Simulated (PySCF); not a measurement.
**Substituent effects on chemical shifts**

Parent skeleton `[SiH3:1][Si:2]1([SiH3:3])[SiH2:4][CH2:5][S:6]1`; one hydrogen on atom 1 is replaced by X. Hydrogens on one atom are averaged.

- PBE0/pcSseg-1 with gauge-including orbitals
- geometry from GFN2-xTB
- program: PySCF
- gas phase, equivalent nuclei averaged, relativity neglected, one conformer

Chemical shifts δ = σref − σ; ²⁹Si (349.16 ppm), ¹³C (186.93 ppm), ¹H (31.72 ppm) vs TMS; CS2 for ³³S (503.73 ppm), all at this level.

Parent (X = H): Si1 -105.9, Si2 -19.1, Si3 -105.9, Si4 -39.3, C5 14.5, S6 -163.9, H(Si1) 3.78, H(Si3) 3.78, H(Si4) 5.12 ppm. Effects are Δδ = δ(X) − δ(H), positive for deshielding.

Q: Give Δδ (ppm) for X = PH2, CH3, ethynyl, vinyl, OSiH3, OCH3, CH2CN, CHF2, CHO.

A: 
```
      X                                SMILES    Si1   Si2    Si3    Si4    C5     S6  H(Si1)  H(Si3)  H(Si4)
    PH2        [SiH3][Si@]1([SiH2]P)[SiH2]CS1  +21.9  +3.3   -0.5   +2.3  +0.8   +3.5   +0.80   +0.07   -0.03
    CH3       C[SiH2][Si@@]1([SiH3])[SiH2]CS1  +35.3  +4.6   -1.4   -2.9  +0.2   -8.6   +0.32   -0.03   -0.04
ethynyl      C#C[SiH2][Si@]1([SiH3])[SiH2]CS1  +11.0  -0.6   -0.9   +1.4  +0.3   +0.3   +0.91   +0.06   +0.05
  vinyl      C=C[SiH2][Si@]1([SiH3])[SiH2]CS1  +45.8  -3.5   -4.4   +0.1  +0.2   -9.1   +0.90   -0.09   +0.02
  OSiH3  [SiH3]O[SiH2][Si@]1([SiH3])[SiH2]CS1  +79.5  -4.9   +1.2   +1.8  +0.6  -12.1   +1.91   +0.14   +0.06
   OCH3      CO[SiH2][Si@@]1([SiH3])[SiH2]CS1  +86.2  -1.9   +2.7   +0.4  +1.1  -14.5   +1.60   +0.06   +0.02
  CH2CN    N#CC[SiH2][Si@@]1([SiH3])[SiH2]CS1  +38.9  +0.3   -0.5   +8.4  +3.6  -18.3   +0.72   +0.09   +0.13
   CHF2   FC(F)[SiH2][Si@@]1([SiH3])[SiH2]CS1  +36.0  +3.4  +10.8   +5.2  +2.6  -13.9   +0.55   +0.16   +0.10
    CHO      O=C[SiH2][Si@]1([SiH3])[SiH2]CS1  +46.0  +3.6  +10.0  +12.9  +2.3   +1.6   +1.03   +0.05   +0.16
```

Q: Which position responds most, and to which substituents?

A: Si1: from +11.0 ppm with ethynyl to +86.2 ppm with OCH3.
